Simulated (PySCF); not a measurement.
1-chloro-1,3-difluorobuta-1,2-diene (C4H3ClF2), SMILES CC(F)=C=C(F)Cl.

Geometry optimised at B3LYP-D3(BJ)/def2-SVP.

Computed with B3LYP-D3(BJ)/def2-SVP run with PySCF 2.14.0.

Frequencies are harmonic and unscaled.

Question: Give all harmonic wavenumbers and intensities. (Estimate from the structure and the level; the computed values follow.)

Answer: 
```json
[
 {"mode": "1", "ν (cm⁻¹)": "91", "IR (km/mol)": "0.5", "moving atoms (share of kinetic energy)": "C 39 %, Cl 30 %, F 22 %, H 9 %"},
 {"mode": "2", "ν (cm⁻¹)": "100", "IR (km/mol)": "1.0", "moving atoms (share of kinetic energy)": "C 52 %, F 28 %, Cl 10 %, H 10 %"},
 {"mode": "3", "ν (cm⁻¹)": "135", "IR (km/mol)": "1.5", "moving atoms (share of kinetic energy)": "F 57 %, C 23 %, H 11 %, Cl 9 %"},
 {"mode": "4", "ν (cm⁻¹)": "183", "IR (km/mol)": "0.3", "moving atoms (share of kinetic energy)": "H 94 %"},
 {"mode": "5", "ν (cm⁻¹)": "308", "IR (km/mol)": "1.5", "moving atoms (share of kinetic energy)": "F 55 %, C 22 %, Cl 14 %, H 9 %"},
 {"mode": "6", "ν (cm⁻¹)": "419", "IR (km/mol)": "2.9", "moving atoms (share of kinetic energy)": "C 38 %, F 37 %, H 15 %, Cl 10 %"},
 {"mode": "7", "ν (cm⁻¹)": "453", "IR (km/mol)": "0.2", "moving atoms (share of kinetic energy)": "C 44 %, Cl 26 %, F 20 %, H 10 %"},
 {"mode": "8", "ν (cm⁻¹)": "495", "IR (km/mol)": "1.7", "moving atoms (share of kinetic energy)": "C 72 %, F 24 %"},
 {"mode": "9", "ν (cm⁻¹)": "548", "IR (km/mol)": "7.2", "moving atoms (share of kinetic energy)": "C 58 %, Cl 20 %, H 12 %, F 10 %"},
 {"mode": "10", "ν (cm⁻¹)": "605", "IR (km/mol)": "9.7", "moving atoms (share of kinetic energy)": "C 73 %, F 23 %"},
 {"mode": "11", "ν (cm⁻¹)": "635", "IR (km/mol)": "35.8", "moving atoms (share of kinetic energy)": "C 65 %, F 24 %, H 8 %"},
 {"mode": "12", "ν (cm⁻¹)": "875", "IR (km/mol)": "228.3", "moving atoms (share of kinetic energy)": "C 66 %, F 23 %"},
 {"mode": "13", "ν (cm⁻¹)": "1002", "IR (km/mol)": "36.8", "moving atoms (share of kinetic energy)": "H 57 %, C 34 %, F 8 %"},
 {"mode": "14", "ν (cm⁻¹)": "1041", "IR (km/mol)": "5.1", "moving atoms (share of kinetic energy)": "H 62 %, C 38 %"},
 {"mode": "15", "ν (cm⁻¹)": "1129", "IR (km/mol)": "246.4", "moving atoms (share of kinetic energy)": "C 67 %, F 28 %"},
 {"mode": "16", "ν (cm⁻¹)": "1232", "IR (km/mol)": "175.9", "moving atoms (share of kinetic energy)": "C 72 %, H 15 %, F 13 %"},
 {"mode": "17", "ν (cm⁻¹)": "1393", "IR (km/mol)": "24.0", "moving atoms (share of kinetic energy)": "H 71 %, C 29 %"},
 {"mode": "18", "ν (cm⁻¹)": "1430", "IR (km/mol)": "6.2", "moving atoms (share of kinetic energy)": "H 79 %, C 19 %"},
 {"mode": "19", "ν (cm⁻¹)": "1441", "IR (km/mol)": "8.2", "moving atoms (share of kinetic energy)": "H 96 %"},
 {"mode": "20", "ν (cm⁻¹)": "1511", "IR (km/mol)": "12.6", "moving atoms (share of kinetic energy)": "C 77 %, H 19 %"},
 {"mode": "21", "ν (cm⁻¹)": "2100", "IR (km/mol)": "545.4", "moving atoms (share of kinetic energy)": "C 100 %"},
 {"mode": "22", "ν (cm⁻¹)": "3035", "IR (km/mol)": "7.5", "moving atoms (share of kinetic energy)": "H 97 %"},
 {"mode": "23", "ν (cm⁻¹)": "3107", "IR (km/mol)": "3.9", "moving atoms (share of kinetic energy)": "H 91 %, C 9 %"},
 {"mode": "24", "ν (cm⁻¹)": "3163", "IR (km/mol)": "3.3", "moving atoms (share of kinetic energy)": "H 91 %, C 9 %"}
]
```
